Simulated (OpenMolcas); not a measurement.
Au2+ (d9) among equal point charges was computed by CASSCF with the d shell active (OpenMolcas, ANO-RCC-VDZP on the metal). Its lowest spin-free states, and all those of the highest spin:

```json
{"2S+1": "2", "Degeneracy": "1", "E (cm-1)": "0.0"}
{"2S+1": "2", "Degeneracy": "1", "E (cm-1)": "7958"}
{"2S+1": "2", "Degeneracy": "2", "E (cm-1)": "18649"}
{"2S+1": "2", "Degeneracy": "1", "E (cm-1)": "24173"}
```

Is the site octahedral, tetrahedral or cube-like, axial, or of lower symmetry?

The states with 2S+1 = 2 have orbital degeneracies 1, 1, 2, 1. There are pairs but no triples, so the site is axial: not cubic, but with a proper or improper axis of order three or more. The run had Au2+ among 4 point charges of -1.5 e arranged as a square (D4h), 1.98 Å from the ion.

This is an electrostatic model: the charges have no orbitals. No measured value stands beside these numbers.
